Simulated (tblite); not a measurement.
Record of a relaxation.

C5H11AlO2Si.
Numbering: `[SiH3:1][CH2:2]/[CH:3]=[CH:4]\[Al:5]1[O:6][CH2:7][CH2:8][O:9]1` (hydrogens: H10, H11, H12 on Si1; H13, H14 on C2; H15 on C3; H16 on C4; H17, H18 on C7; H19, H20 on C8)

Computed with GFN2-xTB (tblite), gas phase: L-BFGS steps from a force-field or distance-geometry start until the largest atomic force falls under 0.01 eV/Å. 4 of its 181 geometries are shown.

Step 0: E = -741.7207 eV, largest atomic force 1.891 eV/Å
```
atom  x, y, z in Å  |  force x, y, z in eV/Å
Si1     3.576   -0.791   -0.487    0.360  -0.062  -0.264
C2      1.760   -0.636   -0.010    0.253  -0.140   0.623
C3      1.576    0.410    1.059   -1.593   0.058   0.175
C4      0.367    0.704    1.579    0.672  -0.378   0.272
Al5    -1.353   -0.188    1.132   -0.239   0.692  -1.428
O6     -1.557   -0.893   -0.519   -0.362   0.880   1.634
C7     -2.756   -0.287   -0.935   -0.512  -0.358  -0.345
C8     -3.131    0.966   -0.084   -0.714   0.201  -0.399
O9     -2.855    0.769    1.278    1.234  -1.003  -0.310
H10     3.707   -1.828   -1.513    0.047   0.008   0.010
H11     4.035    0.498   -1.019    0.043  -0.045   0.037
H12     4.361   -1.158    0.695    0.028   0.024  -0.012
H13     1.176   -0.376   -0.897   -0.183  -0.167   0.314
H14     1.431   -1.627    0.380   -0.182   0.695  -0.326
H15     2.419    0.989    1.415    0.221  -0.127  -0.201
H16     0.298    1.474    2.355    0.094  -0.140  -0.197
H17    -2.668    0.004   -1.996    0.037  -0.024   0.265
H18    -3.575   -1.048   -0.856    0.368   0.539  -0.047
H19    -4.224    1.164   -0.203    0.511  -0.120   0.073
H20    -2.595    1.865   -0.461   -0.081  -0.534   0.128
```

Step 60: E = -742.5144 eV, largest atomic force 0.176 eV/Å
```
atom  x, y, z in Å  |  force x, y, z in eV/Å
Si1     3.535   -0.792   -0.539    0.046  -0.033  -0.019
C2      1.769   -0.672    0.154   -0.018  -0.011   0.033
C3      1.684    0.168    1.381   -0.040   0.124   0.034
C4      0.622    0.922    1.666    0.129  -0.115  -0.034
Al5    -0.967    0.651    0.569    0.023   0.067   0.028
O6     -1.414   -0.409   -0.703   -0.033   0.006   0.022
C7     -2.776   -0.290   -1.012    0.016  -0.016  -0.025
C8     -3.418    0.892   -0.202    0.000  -0.029  -0.019
O9     -2.505    1.379    0.740   -0.032   0.019  -0.059
H10     3.581   -1.780   -1.618   -0.028   0.034  -0.013
H11     3.987    0.518   -1.010   -0.009   0.001   0.003
H12     4.407   -1.249    0.551    0.009   0.022  -0.026
H13     1.060   -0.267   -0.577   -0.015  -0.047  -0.025
H14     1.420   -1.683    0.377    0.036  -0.038   0.083
H15     2.564    0.167    2.023   -0.082   0.005  -0.033
H16     0.626    1.550    2.550   -0.060  -0.039   0.010
H17    -2.876   -0.104   -2.086   -0.038  -0.010  -0.019
H18    -3.288   -1.226   -0.765    0.046   0.014  -0.008
H19    -4.322    0.541    0.310    0.046   0.037  -0.009
H20    -3.694    1.695   -0.896    0.003   0.010   0.077
```

Step 120: E = -742.6255 eV, largest atomic force 0.083 eV/Å
```
atom  x, y, z in Å  |  force x, y, z in eV/Å
Si1     3.260   -0.637   -0.697   -0.026  -0.003  -0.001
C2      1.833   -1.013    0.521    0.039  -0.001  -0.010
C3      1.716    0.039    1.556   -0.037   0.020   0.020
C4      0.644    0.815    1.714    0.018  -0.057  -0.036
Al5    -0.949    0.569    0.622    0.046  -0.015  -0.068
O6     -1.421   -0.510   -0.626    0.026   0.024  -0.016
C7     -2.688   -0.193   -1.133    0.000   0.007   0.018
C8     -3.320    0.989   -0.314   -0.011   0.020   0.039
O9     -2.398    1.476    0.622   -0.010  -0.016  -0.026
H10     3.226   -1.611   -1.788   -0.019   0.013   0.012
H11     3.141    0.732   -1.198   -0.030  -0.007  -0.018
H12     4.538   -0.769    0.013   -0.023   0.005   0.017
H13     0.878   -1.099   -0.012    0.041   0.040   0.042
H14     2.045   -1.972    0.998   -0.018  -0.019  -0.006
H15     2.596    0.161    2.187   -0.052   0.013  -0.008
H16     0.639    1.586    2.477    0.028   0.004   0.023
H17    -2.591    0.095   -2.185    0.012   0.000   0.006
H18    -3.332   -1.076   -1.068   -0.006  -0.017  -0.002
H19    -4.210    0.632    0.215   -0.003   0.018  -0.008
H20    -3.614    1.799   -0.991    0.026  -0.030   0.023
```

Step 180: E = -742.6504 eV, largest atomic force 0.009 eV/Å
```
atom  x, y, z in Å  |  force x, y, z in eV/Å
Si1     2.823   -0.546   -0.814    0.005   0.002  -0.002
C2      1.823   -1.135    0.704   -0.001   0.002   0.003
C3      1.747   -0.064    1.721    0.003   0.004  -0.001
C4      0.703    0.754    1.846    0.006   0.001   0.005
Al5    -0.820    0.549    0.655    0.004  -0.006   0.004
O6     -1.220   -0.481   -0.655   -0.001   0.001  -0.005
C7     -2.466   -0.153   -1.207    0.003  -0.004  -0.005
C8     -3.132    1.015   -0.394   -0.002   0.001   0.000
O9     -2.268    1.456    0.614   -0.005   0.007   0.000
H10     2.947   -1.660   -1.756   -0.001  -0.004  -0.004
H11     2.133    0.595   -1.416   -0.005   0.003   0.003
H12     4.161   -0.136   -0.374    0.002  -0.002   0.002
H13     0.810   -1.373    0.364   -0.002   0.002   0.004
H14     2.272   -2.036    1.124    0.000   0.000  -0.001
H15     2.626    0.048    2.351   -0.002  -0.002  -0.001
H16     0.719    1.545    2.588   -0.002  -0.004  -0.005
H17    -2.326    0.155   -2.248    0.003  -0.005  -0.003
H18    -3.111   -1.038   -1.186   -0.002   0.005   0.002
H19    -4.065    0.665    0.060   -0.003   0.000   0.001
H20    -3.361    1.850   -1.065    0.000  -0.001   0.003
```

Task: Summarise the path.

Result: The energy falls by 89.70 kJ/mol from step 0 to step 180; nine tenths of that is first reached at step 77. It rises by more than 0.2 meV at steps 26 and 35. The largest force goes from 1.891 to 0.009 eV/Å. Among the bonds Al5–O6 changes most, from 1.807 to 1.715 Å; the atoms move by 0.999 Å rms after alignment.

Task: Follow the three bonds and two angles with the largest change from start to end.

Result: 
```tsv
step	E above end (kJ/mol)	largest force (eV/Å)	Al5–O6 (Å)	Al5–O9 (Å)	C4–Al5 (Å)	C4–Al5–O6 (°)	Al5–O9–C8 (°)
0	89.70	1.891	1.807	1.788	1.988	118.6	99.3
8	50.61	0.227	1.710	1.718	1.944	129.0	101.9
16	44.78	0.199	1.721	1.716	1.960	133.9	105.0
23	34.72	0.331	1.722	1.715	1.957	140.3	109.8
31	23.62	0.214	1.711	1.706	1.942	139.4	112.1
39	17.91	0.173	1.714	1.708	1.946	136.0	111.8
47	15.91	0.124	1.713	1.710	1.947	134.7	111.6
55	14.14	0.140	1.715	1.709	1.949	134.7	112.0
63	12.29	0.131	1.719	1.708	1.952	134.6	111.7
70	10.02	0.111	1.713	1.710	1.947	133.4	111.6
78	8.46	0.125	1.714	1.710	1.948	134.6	112.0
86	5.46	0.147	1.716	1.707	1.945	138.0	111.7
94	4.72	0.044	1.714	1.709	1.946	139.6	112.1
102	4.29	0.097	1.715	1.710	1.947	138.3	112.0
110	3.32	0.069	1.714	1.712	1.948	136.1	112.2
117	2.64	0.081	1.713	1.713	1.949	136.0	112.1
125	1.82	0.070	1.712	1.712	1.946	135.6	111.9
133	0.99	0.067	1.716	1.711	1.947	136.0	111.7
141	0.49	0.042	1.716	1.709	1.945	136.4	111.8
149	0.29	0.040	1.715	1.709	1.943	136.3	111.9
157	0.09	0.022	1.714	1.709	1.943	136.1	111.8
164	0.07	0.012	1.715	1.709	1.944	135.9	111.8
172	0.03	0.019	1.715	1.709	1.944	135.7	111.9
180	0.00	0.009	1.715	1.709	1.944	135.6	112.0
```

What follows is the cost of the whole relaxation. On one thread, Arm Neoverse V1 (aarch64), shared host with 32 logical CPUs at a one-minute load of 26, this took 1.8 s of wall time.
